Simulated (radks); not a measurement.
The nuclear charge of neutral zinc is varied continuously with 30 electrons held in [Ar] 3d10 4s2. All-electron calculation, Dirac Kohn-Sham, PBE, spin-unpolarised, spherical densities, point nucleus. Program: a radial shooting solver on a logarithmic mesh with Libxc functionals. By the Hellmann-Feynman theorem dE/dZ = E(electron-nucleus)/Z, the electronic potential at the nucleus.

| Z | E (hartree) | E(electron-nucleus)/Z (hartree) | HOMO | e(HOMO) (eV) | <r> HOMO (bohr) |
|---|---|---|---|---|---|
| 29.75 | -1760.18142 | -142.785 | 4s1/2 | -3.861 | 2.817 |
| 30 | -1796.08415 | -144.436 | 4s1/2 | -5.978 | 2.655 |
| 30.25 | -1832.39915 | -146.083 | 4s1/2 | -8.298 | 2.520 |
| 30.5 | -1869.12552 | -147.727 | 4s1/2 | -10.804 | 2.405 |
| 30.75 | -1906.26252 | -149.368 | 4s1/2 | -13.485 | 2.305 |
| 31 | -1943.80960 | -151.008 | 4s1/2 | -16.330 | 2.217 |

The central difference of E at Z = 30 is -144.435 hartree, to compare with the third column; the second derivative is -6.6 hartree.
